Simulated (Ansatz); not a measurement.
Cu₃H₃⁺: single points at one geometry.

```yaml
crystal:
  periodic: [false, false, false]
  atoms:
    - {symbol: Cu, position_ang: [1.253992, 0.066760, -0.041667]}
    - {symbol: Cu, position_ang: [-0.805653, 1.075502, -0.567260]}
    - {symbol: Cu, position_ang: [-0.634239, -1.141611, 0.602808]}
    - {symbol: H, position_ang: [0.846857, 1.439601, -0.763662]}
    - {symbol: H, position_ang: [1.057007, -1.347013, 0.706549]}
    - {symbol: H, position_ang: [-1.717964, -0.093240, 0.063232]}
basis:
  gaussian: {orbitals: def2-SVP, initial_orbitals: start.molden}
total_charge: 1
magnetization: {spin_polarized: true, initial_magnetization: 1}
hamiltonian: {xc: pbe, dispersion: d4}
scf: {omitted_lower_state_checks: [starts]}
output: {orbitals: {seedname: orbitals}}
```

The file start.molden holds the orbitals of an earlier run on this structure, at another level or in another basis.

```sh
$ ansatz run in.yaml --threads 4 --pin off --events-out ev --progress --plain --max-ram 3916MiB
```

Shortened log:

```
Functional definition: PBE
1326 factors; their error is unknown
mean field evaluation 1: about -133924.5629 eV, gradient 7.4e0 eV
mean field evaluation 2: about -133924.8401 eV, gradient 4.0e-1 eV
mean field evaluation 4: about -133924.7828 eV, gradient 1.8e-1 eV
mean field evaluation 8: about -133924.7829 eV, gradient 1.9e-5 eV
mean field -133924.78294707 eV, -4921.6449958266 hartree, gradient 1.9e-5 eV, S^2 0.751369; 0 other end points of the search recorded, 0 dependent functions left out
reference -133924.78302133 eV, -4921.6449985557 hartree; 45, 44 occupied and 63, 64 virtual orbitals, 1326 factors
Total energy: -133924.92459136 eV, -4921.6502011580 hartree
Checks for a lower state left out: starts
```

Run time 2.2 s (4 threads of Arm Neoverse V2 on a shared host).

First input, but with `gaussian: {orbitals: def2-TZVP, initial_orbitals: start.molden}` (abridged; 3.4 s):

```
Functional definition: PBE
mean field -133945.06707474 eV, -4922.3904237693 hartree, gradient 4.9e-6 eV, S^2 0.751551
Total energy: -133945.20870002 eV, -4922.3956284025 hartree
Checks for a lower state left out: starts
```

First input, but with `gaussian: {orbitals: def2-TZVP, initial_orbitals: start.molden}`, `hamiltonian: {xc: {name: r2SCAN0}, dispersion: d4}` (abridged; 10 s):

```
Functional definition: r2SCAN0
mean field -133959.20766051 eV, -4922.9100807117 hartree, gradient 1.3e-5 eV, S^2 0.764688
Total energy: -133959.24278466 eV, -4922.9113715003 hartree
Checks for a lower state left out: starts
```

The first input with `hamiltonian: {xc: pbe0, dispersion: d4}` (abridged; 3.3 s):

```
Functional definition: PBE0
mean field -133924.88279576 eV, -4921.6486651983 hartree, gradient 2.5e-5 eV, S^2 0.759122
Total energy: -133925.00163400 eV, -4921.6530324231 hartree
Checks for a lower state left out: starts
```

The first input with `gaussian: {orbitals: def2-TZVP, initial_orbitals: start.molden}`, `hamiltonian: {xc: hf}` (abridged; 4.5 s):

```
Functional definition: HF
mean field -133833.69153595 eV, -4918.2974482120 hartree, gradient 1.9e-5 eV, S^2 0.759497
Total energy: -133833.69153595 eV, -4918.2974482120 hartree
Checks for a lower state left out: starts
```

First input, but with `gaussian: {orbitals: def2-TZVP, initial_orbitals: start.molden}`, `hamiltonian: {xc: {name: BLYP}, dispersion: d4}` (abridged; 4 s):

```
Functional definition: BLYP
mean field -133972.71848079 eV, -4923.4065941988 hartree, gradient 2.4e-6 eV, S^2 0.751500
Total energy: -133973.02295499 eV, -4923.4177834195 hartree
Checks for a lower state left out: starts
```

First input, but with `gaussian: {orbitals: def2-TZVP, initial_orbitals: start.molden}`, `hamiltonian: {xc: pbe}`, `correlation: {method: rpa, frozen_orbitals: {Cu: 9, H: 0}}` and without the key `output` (abridged; 6.5 s):

```
Functional definition: PBE
mean field -133945.06704671 eV, -4922.3904227394 hartree, gradient 2.0e-6 eV, S^2 0.751551
27 core orbitals not correlated: weight in the atoms' cores, before any rotation towards them, 1.000 or more for the frozen orbitals, at most 0.000 for the correlated occupied ones
Total energy: -133874.87089201 eV, -4919.8107616347 hartree
Checks for a lower state left out: starts
```

Geometry: r2SCAN-D4/def2-SVP.

Correlated methods freeze 27 core orbitals. No other spin state of charge 1 was run. The structure comes from a short search, and lower isomers may exist.
